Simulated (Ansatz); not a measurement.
Coupled-cluster diagnostics for SeMe2 (C₂H₆Se), Ansatz.

Geometry of the singlet (PBE0-D4/def2-TZVP):

| atom | x (Å) | y (Å) | z (Å) |
| --- | --- | --- | --- |
| Se1 | -0.820 | -0.995 | -0.120 |
| C2 | 0.146 | -0.299 | 1.413 |
| H3 | -0.154 | 0.729 | 1.614 |
| H4 | 1.220 | -0.354 | 1.239 |
| H5 | -0.114 | -0.925 | 2.266 |
| C6 | -0.154 | 0.289 | -1.414 |
| H7 | 0.929 | 0.210 | -1.502 |
| H8 | -0.439 | 1.300 | -1.124 |
| H9 | -0.613 | 0.046 | -2.371 |

Correlated methods freeze 11 core orbitals; core or outer-core shells of Se are correlated, in sets that lack core-valence functions.

Q: Estimate the CCSD(T) correlation energy, the shares of MP2 and (T), T1 and the reference's ⟨S²⟩ for: charge 0, singlet, own geometry in def2-TZVPP; and the rough time on 4 threads of Intel Xeon on a shared host.

A: 
```tsv
state	basis	correlation (eV)	MP2 share (%)	(T) share (%)	T1	⟨S²⟩ (pure)	wall time
charge 0, singlet, own geometry	def2-TZVPP	-18.898	91.8	3.6	0.008	0.00 (0.00)	99 s
```
Customary marks for T1 are 0.02 (closed shells), 0.045 (open shells) and about 0.05 (3d metals). T1 stays under 0.02 throughout.
